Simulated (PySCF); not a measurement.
This PySCF input asks for the NMR shieldings of SMILES ClB1CCCCC1, C5H10BCl; the geometry comes from GFN2-xTB.

```python
import basis_set_exchange as bse
import numpy as np
from pyscf import gto, dft
from pyscf.prop import nmr

atoms = """
Cl    0.805218   -3.164388    0.103608
B     0.382437   -1.505873    0.121846
C    -1.137949   -1.071832    0.177968
C    -1.384274    0.345220   -0.358152
C    -0.340340    1.329700    0.161104
C     1.053995    0.966714   -0.342363
C     1.509307   -0.397550    0.194612
H    -1.803986   -1.774034   -0.328197
H    -1.438689   -1.094212    1.231937
H    -1.339846    0.327691   -1.449301
H    -2.383421    0.682541   -0.074202
H    -0.594645    2.338037   -0.172402
H    -0.346647    1.327002    1.253240
H     1.765676    1.740306   -0.045680
H     1.038855    0.933877   -1.434050
H     1.771740   -0.276755    1.252217
H     2.435571   -0.694415   -0.302097
"""
names = dict.fromkeys(["Cl", "B", "C", "H"], "pcSseg-1")
basis = {el: gto.basis.parse(bse.get_basis(n, elements=[el], fmt="nwchem")) for el, n in names.items()}
mol = gto.M(atom=atoms, basis=basis, charge=0, verbose=0)
mf = dft.RKS(mol, xc="PBE0")
mf.grids.level = 2
mf.grids.alignment = dft.numint.BLKSIZE   # the property module wants whole blocks of grid points
mf.conv_tol = 1e-9
mf.kernel()

calc = nmr.RKS(mf)   # GIAO
C = mf.mo_coeff
Co = C[:, mf.mo_occ > 0]
resp = mf.gen_response(singlet=True, hermi=2)
def vind(x):   # induced exchange potential for any number of trial vectors
    d = np.einsum("pi,xij,qj->xpq", C, 2 * x.reshape(-1, C.shape[1], Co.shape[1]), Co, optimize=True)
    return np.einsum("xpq,pi,qj->xij", resp(d - d.transpose(0, 2, 1)), C, Co, optimize=True).ravel()
mo1, _ = nmr.rhf.solve_mo1(calc, with_cphf=vind)
sigma = calc.kernel(mo1)
for i, s in enumerate(sigma):   # ppm
    w = np.linalg.eigvalsh((s + s.T) / 2)
    print("%2d %-2s iso %8.1f  s11 %8.1f  s22 %8.1f  s33 %8.1f" % (i, mol.atom_pure_symbol(i), w.mean(), *w))
```

Problem. What are the results?

Solution. 
```
 0 Cl iso    675.5  s11    394.5  s22    658.6  s33    973.2
 1 B  iso     22.1  s11    -50.7  s22     13.1  s33    104.0
 2 C  iso    156.4  s11    143.6  s22    154.1  s33    171.3
 3 C  iso    157.7  s11    148.3  s22    153.7  s33    171.3
 4 C  iso    155.9  s11    151.6  s22    156.2  s33    160.0
 5 C  iso    157.7  s11    148.2  s22    153.7  s33    171.3
 6 C  iso    156.3  s11    143.6  s22    154.1  s33    171.3
 7 H  iso     30.0  s11     25.0  s22     30.1  s33     35.1
 8 H  iso     30.6  s11     26.3  s22     29.9  s33     35.7
 9 H  iso     30.3  s11     26.4  s22     28.9  s33     35.7
10 H  iso     29.7  s11     24.3  s22     28.2  s33     36.5
11 H  iso     29.9  s11     24.9  s22     28.0  s33     36.6
12 H  iso     30.5  s11     26.9  s22     28.9  s33     35.6
13 H  iso     29.7  s11     24.3  s22     28.2  s33     36.4
14 H  iso     30.3  s11     26.4  s22     28.9  s33     35.7
15 H  iso     30.6  s11     26.3  s22     29.9  s33     35.7
16 H  iso     30.0  s11     25.0  s22     30.1  s33     35.1
```

These numbers come from an equivalent density-fitted implementation of the same equations, which agrees with the script to about 0.01 ppm for H and up to a few tenths of a ppm for heavy atoms, so last digits may differ.

Size and cost of the density-fitted run: 176 basis functions, 36 s wall time on 1 thread of an Arm Neoverse N1, shared host; peak memory 0.78 GiB.
